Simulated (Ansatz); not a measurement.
Computed with Ansatz on PBE0-D4/def2-TZVP structures; ΔE is electronic, products minus reactants. CBS: MP2 limit from def2 TZ/QZ plus the TZ coupled-cluster correction, frozen cores. Functionals use def2-TZVPP. B3LYP here is the variant with VWN-RPA as its local correlation; programs differ in this. One conformer a species, not always the lowest.

Consider the substitution at a C–Si bond: `C[Si]1(F)CS1` + `C=C(O)[SiH3]` → `C=C([SiH3])OC` + `F[SiH]1CS1`.

Task: Is it downhill or uphill in electronic energy at CCSD(T)/CBS, and by how much? (Estimate.)

Result: Ansatz gave: Uphill: ΔE = +87.3 kJ/mol.

Task: What do these levels give: B2PLYP, PBE, r2SCAN, PBE0, B3LYP, HF/def2-TZVPP, MP2/def2-TZVPP, CCSD/def2-TZVPP, CCSD(T)/def2-TZVPP, HF/def2-QZVPP, MP2/def2-QZVPP, HF/CBS(def2)? (Estimate.)

Result: Computed: B2PLYP 83.0, PBE 87.1, r2SCAN 89.0, PBE0 88.8, B3LYP 81.9, HF/def2-TZVPP 75.9, MP2/def2-TZVPP 87.6, CCSD/def2-TZVPP 83.8, CCSD(T)/def2-TZVPP 83.8, HF/def2-QZVPP 75.9, MP2/def2-QZVPP 89.5, HF/CBS(def2) 75.9 kJ/mol.

Largest T1 diagnostic among the species: 0.013.

In def2-TZVPP, CCSD(T) changes the Hartree–Fock value by +7.9 kJ/mol (the triples alone add +0.0 kJ/mol) and MP2 by +11.6 kJ/mol.
